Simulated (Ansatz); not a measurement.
C3H10Si2 can be A, `[SiH3]CC1C[SiH2]1`, or B, `CC1[SiH2]C[SiH2]1`.

Isolated molecules relaxed with PBE0-D4/def2-TZVP in Ansatz; ΔE leaves out vibrations. CCSD(T)/CBS is the MP2 limit (def2-TZVPP, def2-QZVPP) plus CCSD(T) − MP2 in def2-TZVPP, frozen cores. DFT in def2-TZVPP. B3LYP here is the variant with VWN-RPA as its local correlation; programs differ in this. Each species was taken in one conformer, which may not be the lowest.

Which is lower in electronic energy at CCSD(T)/CBS, and by how much? (Best estimate.)

Computed: B, by 32.3 kcal/mol.

Give E(B) − E(A) in kcal/mol with r2SCAN-D4, PBE0-D4, PBE-D4, LDA (SPW92), CCSD(T)/def2-TZVPP, HF/def2-TZVPP, B3LYP-D4. (Estimate.)

The calculation gave: r2SCAN-D4 -31.8, PBE0-D4 -32.7, PBE-D4 -31.0, LDA (SPW92) -30.9, CCSD(T)/def2-TZVPP -31.5, HF/def2-TZVPP -32.4, B3LYP-D4 -31.1. None reverses the order clearly.

Does the order hold for the free energy at 298.15 K (harmonic terms from PBE0-D4)? (An estimate is asked.)

Ansatz gave: Yes: G(B) − G(A) = -30.0 kcal/mol, for one conformer each.

Largest T1 diagnostic: 0.011.

Leaving LDA and LC-ωPBE aside and taking each functional with its dispersion term where it has one, the values, not all of them listed here, spread over 3.9 kcal/mol, from PBE-QIDH to BLYP-D4. From BLYP to BHLYP (50 % exact exchange), in def2-TZVPP and without D4, E(B) − E(A) moves by −3.5 kcal/mol.
